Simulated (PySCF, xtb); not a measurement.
2,3-dihydro-1,4-oxaselenine (C4H6OSe), SMILES C1=C[Se]CCO1. Atoms are numbered in the order given.

```xyz
12

C      1.2674    -1.3954    -0.1312
C      1.4114    -0.0890     0.1402
Se    -0.0182     1.1682     0.2621
C     -1.4021    -0.2296     0.1682
C     -1.0088    -1.3090    -0.8329
O      0.1268    -2.0635    -0.4390
H      2.1240    -2.0751    -0.1036
H      2.4030     0.3041     0.3678
H     -2.3342     0.2623    -0.1436
H     -1.5440    -0.6633     1.1683
H     -0.8288    -0.8560    -1.8239
H     -1.8216    -2.0450    -0.9312
```
Charge 0, spin multiplicity 1.

Geometry optimised at B3LYP-D3(BJ)/def2-SVP. Other conformers were not sampled.

Level of theory: PySCF with IEF-PCM-ωB97X/def2-SVP.

The values are the electrostatic part of the solvation free energy, E(continuum) − E(gas) at the gas-phase geometry, in a cavity of scaled van der Waals radii (PySCF's table); cavitation and dispersion terms are not included. In vacuum the orbital gap is 10.39 eV. The dipole moment in vacuum is 1.03 D.

Computed values in water (ε = 78.36), toluene (ε = 2.37), dimethylsulfoxide (ε = 46.83):
| solvent | ε | ΔG(elec) (kcal/mol) | dipole (D) | gap (eV) |
|---|---|---|---|---|
| water | 78.36 | -4.4 | 1.46 | 10.54 |
| toluene | 2.37 | -2.0 | 1.22 | 10.46 |
| dimethylsulfoxide | 46.83 | -4.3 | 1.45 | 10.53 |

For comparison, GFN2-xTB/ALPB(water) (xtb, at the GFN2-xTB geometry, all terms of that model) gives -1.1 kcal/mol.
